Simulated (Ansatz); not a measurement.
Ansatz (a program for electronic structure) job for C₂H₅S, SMILES CC[S], multiplicity 2, PBE0-D3(BJ)/def2-TZVP. 

Ansatz 0.2 input:
```yaml
crystal:
  periodic: [false, false, false]
  atoms:
    - {symbol: C, position_ang: [-0.35194070, 1.58398588, -0.00000000]}
    - {symbol: C, position_ang: [0.64920331, 0.44128548, 0.00000000]}
    - {symbol: S, position_ang: [-0.15968798, -1.16915128, 0.00000000]}
    - {symbol: H, position_ang: [-0.98553118, 1.53435964, 0.88270867]}
    - {symbol: H, position_ang: [0.17496799, 2.53631457, -0.00000000]}
    - {symbol: H, position_ang: [-0.98553118, 1.53435964, -0.88270867]}
    - {symbol: H, position_ang: [1.28376318, 0.47487922, 0.88737654]}
    - {symbol: H, position_ang: [1.28376318, 0.47487922, -0.88737655]}
basis:
  gaussian:
    orbitals: def2-TZVP
hamiltonian:
  xc: pbe0
  dispersion: d3bj
magnetization: {spin_polarized: true, initial_magnetization: 1}
relax: {f_tol: 0.002, max_steps: 200}
```

Log of the run:

```
WARN ansatz: RAYON_NUM_THREADS=1 ignored (pool sized by the plan → 1); use --threads N
Functional definition: PBE0
integrals: 0.04 GiB planned
851 factors; their error is unknown
mean field: 0.54 GiB planned
mean field evaluation 1: about -12977.9026 eV, gradient 3.8e1 eV
mean field evaluation 2: about -12972.9976 eV, gradient 4.7e1 eV
mean field evaluation 4: about -12984.5051 eV, gradient 2.3e0 eV
mean field evaluation 8: about -12984.5410 eV, gradient 5.7e-2 eV
mean field evaluation 16: about -12984.5410 eV, gradient 2.8e-5 eV
mean field -12984.54097039 eV, -477.1730794239 hartree, gradient 5.1e-6 eV, S^2 0.755338; 1 other end points of the search recorded, 0 dependent functions left out
the calculation of the forces begins
reference -12984.54099560 eV, -477.1730803504 hartree; 17, 16 occupied and 112, 113 virtual orbitals, 851 factors
relax step   1: F+E_penalty+E_count = -12984.65867058 eV  Δ(F+E_penalty+E_count) = +0.000e0 eV  max|allowed force component| = 8.103e-1 eV/Å  Δτ_max = 0.0000 Å  (65 SCF iters, accepted)
these checks for a lower state are left out or cut short: starts, cluster_reference, orbital_swaps, neighbouring_geometries, increment
integrals: 0.04 GiB planned
851 factors; their error is unknown
mean field: 0.54 GiB planned
mean field evaluation 32: about -12984.5270 eV, gradient 1.7e0 eV
mean field -12984.55934399 eV, -477.1737546414 hartree, gradient 2.5e-6 eV, S^2 0.755319; 0 other end points of the search recorded, 0 dependent functions left out
the calculation of the forces begins
reference -12984.55936925 eV, -477.1737555693 hartree; 17, 16 occupied and 112, 113 virtual orbitals, 851 factors
relax step   2: F+E_penalty+E_count = -12984.67628257 eV  Δ(F+E_penalty+E_count) = -1.761e-2 eV  max|allowed force component| = 2.709e-1 eV/Å  Δτ_max = 0.0575 Å  (50 SCF iters, accepted)
these checks for a lower state are left out or cut short: starts, cluster_reference, orbital_swaps, neighbouring_geometries, increment
integrals: 0.04 GiB planned
851 factors; their error is unknown
mean field: 0.54 GiB planned
mean field -12984.56166434 eV, -477.1738399126 hartree, gradient 2.1e-6 eV, S^2 0.755314; 0 other end points of the search recorded, 0 dependent functions left out
the calculation of the forces begins
reference -12984.56168959 eV, -477.1738408405 hartree; 17, 16 occupied and 112, 113 virtual orbitals, 851 factors
relax step   3: F+E_penalty+E_count = -12984.67864450 eV  Δ(F+E_penalty+E_count) = -2.362e-3 eV  max|allowed force component| = 1.368e-1 eV/Å  Δτ_max = 0.0072 Å  (50 SCF iters, accepted)
these checks for a lower state are left out or cut short: starts, cluster_reference, orbital_swaps, neighbouring_geometries, increment
integrals: 0.04 GiB planned
851 factors; their error is unknown
mean field: 0.54 GiB planned
mean field evaluation 64: about -12984.5619 eV, gradient 3.1e-3 eV
mean field -12984.56189693 eV, -477.1738484599 hartree, gradient 2.2e-6 eV, S^2 0.755306; 0 other end points of the search recorded, 0 dependent functions left out
the calculation of the forces begins
reference -12984.56192219 eV, -477.1738493882 hartree; 17, 16 occupied and 112, 113 virtual orbitals, 851 factors
relax step   4: F+E_penalty+E_count = -12984.67905000 eV  Δ(F+E_penalty+E_count) = -4.055e-4 eV  max|allowed force component| = 6.331e-2 eV/Å  Δτ_max = 0.0073 Å  (50 SCF iters, accepted)
these checks for a lower state are left out or cut short: starts, cluster_reference, orbital_swaps, neighbouring_geometries, increment
integrals: 0.04 GiB planned
851 factors; their error is unknown
mean field: 0.54 GiB planned
mean field -12984.56233087 eV, -477.1738644070 hartree, gradient 2.1e-6 eV, S^2 0.755308; 0 other end points of the search recorded, 0 dependent functions left out
the calculation of the forces begins
reference -12984.56235613 eV, -477.1738653352 hartree; 17, 16 occupied and 112, 113 virtual orbitals, 851 factors
relax step   5: F+E_penalty+E_count = -12984.67941848 eV  Δ(F+E_penalty+E_count) = -3.685e-4 eV  max|allowed force component| = 3.399e-3 eV/Å  Δτ_max = 0.0039 Å  (50 SCF iters, accepted)
these checks for a lower state are left out or cut short: starts, cluster_reference, orbital_swaps, neighbouring_geometries, increment
integrals: 0.04 GiB planned
851 factors; their error is unknown
mean field: 0.54 GiB planned
mean field evaluation 96: about -12984.5623 eV, gradient 7.1e-6 eV
mean field -12984.56232954 eV, -477.1738643581 hartree, gradient 7.1e-6 eV, S^2 0.755308; 0 other end points of the search recorded, 0 dependent functions left out
the calculation of the forces begins
reference -12984.56235480 eV, -477.1738652863 hartree; 17, 16 occupied and 112, 113 virtual orbitals, 851 factors
relax step   6: F+E_penalty+E_count = -12984.67941937 eV  Δ(F+E_penalty+E_count) = -8.823e-7 eV  max|allowed force component| = 1.208e-3 eV/Å  Δτ_max = 0.0003 Å  (35 SCF iters, accepted)
integrals: 0.04 GiB planned
851 factors; their error is unknown
mean field: 0.54 GiB planned
mean field -12984.56232954 eV, -477.1738643581 hartree, gradient 7.1e-6 eV, S^2 0.755308; 2 other end points of the search recorded, 0 dependent functions left out
the calculation of the forces begins
reference -12984.56235480 eV, -477.1738652863 hartree; 17, 16 occupied and 112, 113 virtual orbitals, 851 factors
Total energy: -12984.67944462 eV, -477.1781682580 hartree
Atom 0 at    -0.354699     1.590531     0.000000 Å, force    -0.000800     0.001208    -0.000000 eV/Å
Atom 1 at     0.620083     0.430704    -0.000000 Å, force    -0.000238    -0.000808     0.000000 eV/Å
Atom 2 at    -0.119281    -1.196930    -0.000000 Å, force     0.000083     0.000449     0.000000 eV/Å
Atom 3 at    -0.996867     1.558255     0.881731 Å, force     0.000295    -0.000300    -0.000062 eV/Å
Atom 4 at     0.180800     2.544438    -0.000000 Å, force    -0.000041    -0.000211    -0.000000 eV/Å
Atom 5 at    -0.996867     1.558255    -0.881731 Å, force     0.000295    -0.000300     0.000062 eV/Å
Atom 6 at     1.287919     0.462830     0.869290 Å, force     0.000203    -0.000019    -0.000076 eV/Å
Atom 7 at     1.287919     0.462830    -0.869290 Å, force     0.000203    -0.000019     0.000076 eV/Å
Dipole moment:     0.151274     0.343521     0.000000 e Å
```

The run converged.

Cost: roughly 50 core-seconds.
